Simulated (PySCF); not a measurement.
C4H4F2, SMILES C#CCC(F)F.

The structure is a stationary point at PBE-D3(BJ)/def2-SVP. The values are those of a single conformer.

Method: PBE-D3(BJ)/def2-SVP in PySCF.

No scaling factor is applied to the harmonic values.

Computed vibrational spectrum:
```tsv
mode	ν (cm⁻¹)	IR (km/mol)	moving atoms (share of kinetic energy)
1	86	1.1	F 42 %, C 42 %, H 16 %
2	139	0.2	C 58 %, F 27 %, H 15 %
3	334	3.9	C 57 %, F 34 %, H 9 %
4	341	7.8	C 57 %, H 33 %, F 10 %
5	416	5.1	F 51 %, C 39 %, H 10 %
6	511	20.8	C 63 %, H 26 %, F 11 %
7	564	2.5	F 72 %, C 23 %
8	648	37.6	H 79 %, C 21 %
9	665	35.8	H 78 %, C 22 %
10	851	13.0	C 46 %, H 38 %, F 16 %
11	976	2.9	C 71 %, H 28 %
12	1028	21.8	C 55 %, H 41 %
13	1086	168.8	C 59 %, F 31 %, H 9 %
14	1112	114.0	C 48 %, H 30 %, F 21 %
15	1191	22.1	H 69 %, C 24 %
16	1253	0.7	H 69 %, C 30 %
17	1354	24.1	H 78 %, C 21 %
18	1361	66.6	H 64 %, C 35 %
19	1374	2.4	H 88 %, C 12 %
20	2177	2.5	C 91 %, H 9 %
21	2975	8.4	H 94 %
22	2983	39.7	H 92 %
23	3031	2.9	H 91 %, C 9 %
24	3408	70.5	H 86 %, C 14 %
```
